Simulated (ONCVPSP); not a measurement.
## C: excitation energies, all-electron against ONCV

```
Element                 : carbon (C)
Generator               : ONCVPSP 4.0.1
Type                    : optimised norm-conserving Vanderbilt (ONCV)
Functional              : PBE
Relativity              : scalar-relativistic
Frozen core             : [He]
Valence charge          : 4
Reference configuration : 2s2 2p2
Partial waves           : 2s: rc 1.20 bohr, ncon 4, nbas 9, qcut 6.3 1/bohr, local; 2p: rc 1.45 bohr, ncon 3, nbas 7, qcut 5.5 1/bohr, 2 projectors, debl 2.4 Ha; d scattering state at 0.22 Ha: rc 1.45 bohr, ncon 4, nbas 8, qcut 7.4 1/bohr, 3 projectors, debl 2.1 Ha
Local potential         : the s channel
Core correction         : Teter function, fcfact 3, rcfact 1.65
```

Energies are relative to the spin-unpolarised reference configuration 2s2 2p2; without spin polarisation the order of configurations can differ from experiment.

Question: Give the all-electron excitation energy and the error of the potential for: 2s2 2p1; 2s2 2p0; 2s1 2p0; 2s0 2p4.

Answer:

| valence configuration | charge | ΔE all-electron (eV) | error AE − PS (meV) |
| --- | --- | --- | --- |
| 2s2 2p1 | +1 | 10.861 | +19 |
| 2s2 2p0 | +2 | 35.017 | +203 |
| 2s1 2p0 | +3 | 83.211 | +446 |
| 2s0 2p4 | 0 | 16.975 | +17 |
